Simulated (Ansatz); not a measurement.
Molecular dynamics, step by step

Si2H5Cl3O, singlet, PBE0-D4/def2-SVP (Ansatz 0.2.0). Settings (timestep in fs, temperature in K, friction in 1/fs; T counts 33 degrees of freedom, while the starting velocities carry no drift of the centre of mass, so T starts below the set value):

```yaml
hamiltonian: {xc: pbe0, dispersion: d4}
md: {n_steps: 60, timestep: 0.5, temperature: 500, ensemble: nvt_langevin, seed: 628, friction: 0.002, initial_velocities: maxwell_boltzmann}
```

Start, the saddle point found with PBE0-D4 in triple zeta (not stationary at another level):

Si1  (-0.677, 0.788, -0.430)
Si2  (0.316, -1.474, 0.641)
Cl3  (-1.741, -0.480, -1.643)
Cl4  (-1.407, 1.223, 1.442)
Cl5  (-1.155, 2.598, -1.376)
H6  (1.131, 0.173, -0.006)
O7  (1.062, 1.074, -0.678)
H8  (1.251, -1.489, 1.811)
H9  (-1.019, -1.879, 1.146)
H10  (0.789, -2.493, -0.338)
H11  (1.450, 1.959, -0.569)
(Å)

| step | time (fs) | potential energy less the start (meV) | kinetic energy (meV) | T (K) |
| --- | --- | --- | --- | --- |
| 0 | 0.00 | 0.0 | 646.3 | 455 |
| 4 | 2.00 | 76.2 | 564.9 | 397 |
| 8 | 4.00 | 131.0 | 522.6 | 368 |
| 12 | 6.00 | 115.8 | 541.4 | 381 |
| 16 | 8.00 | 18.8 | 656.5 | 462 |
| 20 | 10.00 | -33.1 | 728.3 | 512 |
| 24 | 12.00 | -26.3 | 746.4 | 525 |
| 28 | 14.00 | -251.7 | 912.8 | 642 |
| 32 | 16.00 | -616.9 | 1247.6 | 877 |
| 36 | 18.00 | -582.8 | 1195.6 | 841 |
| 40 | 20.00 | -682.0 | 1231.0 | 866 |
| 44 | 22.00 | -1009.3 | 1633.3 | 1149 |
| 48 | 24.00 | -903.5 | 1609.6 | 1132 |
| 52 | 26.00 | -774.8 | 1453.6 | 1022 |
| 56 | 28.00 | -1028.9 | 1678.2 | 1180 |
| 60 | 30.00 | -952.2 | 1583.7 | 1114 |

Step 20, positions (Å) and forces (eV/Å):

| atom | x | y | z | Fx | Fy | Fz |
| --- | --- | --- | --- | --- | --- | --- |
| Si1 | -0.716 | 0.794 | -0.427 | 2.271 | 3.314 | -1.160 |
| Si2 | 0.388 | -1.465 | 0.607 | 1.573 | -3.650 | 0.346 |
| Cl3 | -1.716 | -0.505 | -1.645 | 0.142 | -0.249 | 0.261 |
| Cl4 | -1.417 | 1.204 | 1.485 | 0.276 | -0.607 | -0.371 |
| Cl5 | -1.189 | 2.638 | -1.379 | -0.441 | -0.352 | 0.252 |
| H6 | 0.891 | -0.262 | -0.116 | -0.388 | 0.305 | 0.257 |
| O7 | 1.055 | 1.139 | -0.716 | -1.997 | -1.346 | 0.172 |
| H8 | 1.308 | -1.717 | 1.812 | -0.347 | 0.452 | -0.521 |
| H9 | -0.902 | -1.978 | 0.987 | -1.202 | 0.346 | 0.359 |
| H10 | 0.707 | -2.565 | -0.444 | 0.118 | 0.644 | 0.485 |
| H11 | 1.378 | 2.010 | -0.523 | -0.004 | 1.143 | -0.079 |

Step 32, positions (Å) and forces (eV/Å):

```json
{"atom": "Si1", "x": "-0.710", "y": "0.847", "z": "-0.437", "Fx": "1.594", "Fy": "2.461", "Fz": "-1.101"}
{"atom": "Si2", "x": "0.435", "y": "-1.506", "z": "0.595", "Fx": "-1.567", "Fy": "-2.645", "Fz": "0.514"}
{"atom": "Cl3", "x": "-1.695", "y": "-0.520", "z": "-1.647", "Fx": "0.221", "Fy": "0.218", "Fz": "0.470"}
{"atom": "Cl4", "x": "-1.418", "y": "1.187", "z": "1.513", "Fx": "0.402", "Fy": "-0.542", "Fz": "-0.818"}
{"atom": "Cl5", "x": "-1.211", "y": "2.660", "z": "-1.384", "Fx": "-0.648", "Fy": "-0.052", "Fz": "0.180"}
{"atom": "H6", "x": "0.623", "y": "-0.297", "z": "-0.152", "Fx": "0.133", "Fy": "0.190", "Fz": "0.250"}
{"atom": "O7", "x": "1.017", "y": "1.169", "z": "-0.734", "Fx": "-1.159", "Fy": "1.008", "Fz": "0.689"}
{"atom": "H8", "x": "1.300", "y": "-1.662", "z": "1.746", "Fx": "0.585", "Fy": "0.270", "Fz": "0.602"}
{"atom": "H9", "x": "-0.997", "y": "-1.826", "z": "0.973", "Fx": "0.460", "Fy": "0.270", "Fz": "0.045"}
{"atom": "H10", "x": "0.741", "y": "-2.486", "z": "-0.451", "Fx": "0.334", "Fy": "-0.431", "Fz": "-0.306"}
{"atom": "H11", "x": "1.228", "y": "2.122", "z": "-0.596", "Fx": "-0.356", "Fy": "-0.746", "Fz": "-0.526"}
```

Step 36, positions (Å) and forces (eV/Å):

```
atom       x       y       z      Fx      Fy      Fz
 Si1  -0.703   0.872  -0.443   0.676   1.725  -0.821
 Si2   0.451  -1.529   0.593  -2.587  -0.302  -0.004
 Cl3  -1.687  -0.526  -1.647   0.158   0.411   0.444
 Cl4  -1.417   1.180   1.521   0.419  -0.422  -0.957
 Cl5  -1.219   2.667  -1.385  -0.683   0.129   0.106
  H6   0.554  -0.208  -0.196   0.406  -2.152   1.438
  O7   0.999   1.179  -0.734  -0.934   0.269   0.296
  H8   1.319  -1.619   1.743   0.638   0.229   0.645
  H9  -1.051  -1.764   0.990   1.322   0.086  -0.137
 H10   0.769  -2.467  -0.455   0.397  -0.737  -0.606
 H11   1.151   2.120  -0.661   0.187   0.766  -0.404
```

Last step (60):

```tsv
atom	x (Å)	y (Å)	z (Å)
Si1	-0.6756	1.0367	-0.4894
Si2	0.5106	-1.6986	0.6044
Cl3	-1.6264	-0.5436	-1.6315
Cl4	-1.4044	1.1302	1.5454
Cl5	-1.2789	2.7272	-1.3907
H6	0.4760	-0.2619	-0.0294
O7	0.8815	1.2850	-0.7245
H8	1.4459	-1.3658	1.6889
H9	-0.8799	-1.6503	1.1443
H10	1.0297	-2.5739	-0.4649
H11	0.9160	2.0885	-1.2955
```

Time: 120 s of wall clock on 4 CPU threads of an AMD EPYC 7R13; the host was shared. Peak host memory: 0.7 GiB.
